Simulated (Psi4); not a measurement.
CS, charge +1, doublet, geometry from GFN2-xTB (a state made from the parent by changing its charge; the spin is typed, not shown lowest); PBE/6-31G** (Psi4 1.11).

Psi4 was given this input:
```
memory 2 GB

molecule mol {
1 2
  C    -0.000000   -0.000000   -1.079034
  S     0.000000    0.000000    0.404638
}

set basis 6-31g**
set reference uks

energy('pbe')
print_variables()
```

The log (banner, timings and long lists left out):

```
   => Loading Basis Set <=

    Name: 6-31G**
    Role: ORBITAL
    Keyword: BASIS

         ---------------------------------------------------------
                                   SCF
               by Justin Turney, Rob Parrish, Andy Simmonett
                          and Daniel G. A. Smith
                              UKS Reference
         ---------------------------------------------------------

  ==> Geometry <==

    Molecular point group: c2v
    Full point group: C_inf_v

    Geometry (in Angstrom), charge = 1, multiplicity = 2:

       Center              X                  Y                   Z               Mass
    ------------   -----------------  -----------------  -----------------  -----------------
         C            0.000000000000     0.000000000000    -1.078777176434    12.000000000000
         S            0.000000000000     0.000000000000     0.404894823566    31.972071174400

  Running in c2v symmetry.

  Rotational constants: A = ************  B =      0.87770  C =      0.87770 [cm^-1]
  Rotational constants: A = ************  B =  26312.75385  C =  26312.75385 [MHz]
  Nuclear repulsion =   34.240055904755231

  Charge       = 1
  Multiplicity = 2
  Electrons    = 21
  Nalpha       = 11
  Nbeta        = 10

  ==> Algorithm <==

  SCF Algorithm Type is DF.
  DIIS enabled.
  MOM disabled.
  Fractional occupation disabled.
  Guess Type is SAD.
  Energy threshold   = 1.00e-06
  Density threshold  = 1.00e-06
  Integral threshold = 1.00e-12

  ==> Primary Basis <==

  Basis Set: 6-31G**
    Blend: 6-31G**
    Number of shells: 14
    Number of basis functions: 34
    Number of Cartesian functions: 34
    Spherical Harmonics?: false
    Max angular momentum: 2

  ==> DFT Potential <==

   => LibXC <=

    Version 7.1.2
    S. Lehtola, C. Steigemann, M. J. T. Oliveira, and M. A. L. Marques,  SoftwareX 7, 1–5 (2018) (10.1016/j.softx.2017.11.002)

   => Composite Functional: PBE <=

    PBE GGA Exchange-Correlation Functional

    J.P. Perdew et. al., Phys. Rev. Lett., 77(18), 3865-3868, 1996

    Deriv               =              1
    GGA                 =           TRUE
    Meta                =          FALSE

    Exchange Hybrid     =          FALSE
    MP2 Hybrid          =          FALSE

   => Exchange Functionals <=

    1.0000     XC_GGA_X_PBE

   => Correlation Functionals <=

    1.0000     XC_GGA_C_PBE

   => LibXC Density Thresholds  <==

    XC_GGA_C_PBE:  1.00E-12
    XC_GGA_X_PBE:  1.00E-15

   => Molecular Quadrature <=

    Radial Scheme          =       TREUTLER
    Pruning Scheme         =           NONE
    Nuclear Scheme         =       TREUTLER

    Blocking Scheme        =         OCTREE
    BS radius alpha        =              1
    Pruning alpha          =              1
    Radial Points          =             75
    Spherical Points       =            302
    Total Points           =          41901
    Total Blocks           =            376
    Max Points             =            253
    Max Functions          =             34
    Weights Tolerance      =       1.00E-15

   => Loading Basis Set <=

    Name: (6-31G** AUX)
    Role: JKFIT
    Keyword: DF_BASIS_SCF

  ==> Integral Setup <==

  SCF_SUBTYPE=INCORE selected. In-core MEM_DF algorithm will be used.
  Using in-core AOs.

  ==> MemDFJK: Density-Fitted J/K Matrices <==

    J tasked:                   Yes
    K tasked:                    No
    wK tasked:                   No
    Algorithm:                 Core
    Schwarz Cutoff:           1E-12
    Mask sparsity (%):       0.0000
    Fitting Condition:        1E-10

   => Auxiliary Basis Set <=

  Basis Set: (6-31G** AUX)
    Blend: CC-PVDZ-JKFIT
    Number of shells: 60
    Number of basis functions: 211
    Number of Cartesian functions: 211
    Spherical Harmonics?: false
    Max angular momentum: 3

  Minimum eigenvalue in the overlap matrix is 1.4011123675E-02.
  Reciprocal condition number of the overlap matrix is 2.7660455221E-03.
[...]
   -------------------------
    Irrep   Nso     Nmo
   -------------------------
     A1        18      18
     A2         2       2
     B1         7       7
     B2         7       7
   -------------------------
    Total      34      34
   -------------------------

  ==> Iterations <==

                           Total Energy        Delta E     RMS |[F,P]|

   @DF-UKS iter SAD:  -435.77068939575389   -4.35771e+02   0.00000e+00
   @DF-UKS iter   1:  -435.51309307306644    2.57596e-01   1.39584e-02 DIIS/ADIIS
   @DF-UKS iter   2:  -435.14697186363344    3.66121e-01   3.67813e-02 DIIS/ADIIS
   @DF-UKS iter   3:  -435.55791549888141   -4.10944e-01   3.42961e-03 DIIS/ADIIS
   @DF-UKS iter   4:  -435.56088865446588   -2.97316e-03   9.19646e-04 DIIS/ADIIS
   @DF-UKS iter   5:  -435.56121836482100   -3.29710e-04   1.69892e-04 DIIS/ADIIS
   @DF-UKS iter   6:  -435.56127221770919   -5.38529e-05   8.12001e-05 DIIS
   @DF-UKS iter   7:  -435.56128919933445   -1.69816e-05   1.81543e-05 DIIS
   @DF-UKS iter   8:  -435.56128972678408   -5.27450e-07   4.36639e-06 DIIS
   @DF-UKS iter   9:  -435.56128973065597   -3.87189e-09   2.24587e-06 DIIS
   @DF-UKS iter  10:  -435.56128973199725   -1.34128e-09   1.26080e-07 DIIS
  Energy and wave function converged.

  ==> Post-Iterations <==

   Electrons on quadrature grid:
      Nalpha   =   11.0000004746 ; deviation = 4.746e-07
      Nbeta    =   10.0000004234 ; deviation = 4.234e-07
      Ntotal   =   21.0000008980 ; deviation = 8.980e-07

   @Spin Contamination Metric:   2.803510034E-02
   @S^2 Expected:                7.500000000E-01
   @S^2 Observed:                7.780351003E-01
   @S   Expected:                5.000000000E-01
   @S   Observed:                5.000000000E-01

    Orbital Energies [Eh]
    ---------------------

    Alpha Occupied:

[...]
    Alpha Virtual:

[...]
    Beta Occupied:

[...]
       2B1    -0.635158

    Beta Virtual:

[...]
    Final Occupation by Irrep:
             A1    A2    B1    B2
    DOCC [     6,    0,    2,    2 ]
    SOCC [     1,    0,    0,    0 ]
    NA   [     7,    0,    2,    2 ]
    NB   [     6,    0,    2,    2 ]

  @DF-UKS Final Energy:  -435.56128973199725

   => Energetics <=

    Nuclear Repulsion Energy =             34.2400559047552306
    One-Electron Energy =                -660.5776425421552176
    Two-Electron Energy =                 221.2207187135467450
    DFT Exchange-Correlation Energy =     -30.4444218081439608
    Empirical Dispersion Energy =           0.0000000000000000
    VV10 Nonlocal Energy =                  0.0000000000000000
    Total Energy =                       -435.5612897319972490

  UHF NO Occupations:
  HONO-2 :    2 B2 1.9931990
  HONO-1 :    2 B1 1.9931990
  HONO-0 :    7 A1 1.0000000
  LUNO+0 :    3 B1 0.0068010
  LUNO+1 :    3 B2 0.0068010
  LUNO+2 :    8 A1 0.0003761
  LUNO+3 :    9 A1 0.0000855

Computation Completed

Properties will be evaluated at   0.000000,   0.000000,   0.000000 [a0]

Properties computed using the SCF density matrix

 Multipole Moments:

 ------------------------------------------------------------------------------------
     Multipole            Electronic (a.u.)      Nuclear  (a.u.)        Total (a.u.)
 ------------------------------------------------------------------------------------

 L = 1.  Multiply by 2.5417464519 to convert [e a0] to [Debye]
 Dipole X            :          0.0000000            0.0000000            0.0000000
 Dipole Y            :          0.0000000            0.0000000            0.0000000
 Dipole Z            :         -0.2446215            0.0106847           -0.2339368
 Magnitude           :                                                    0.2339368

 ------------------------------------------------------------------------------------

  Variable Map:
  ----------------------------------------------------------------------------
[...]
  Array Variable Map:
  ----------------------------------------------------------------------------
[...]
[...]
```
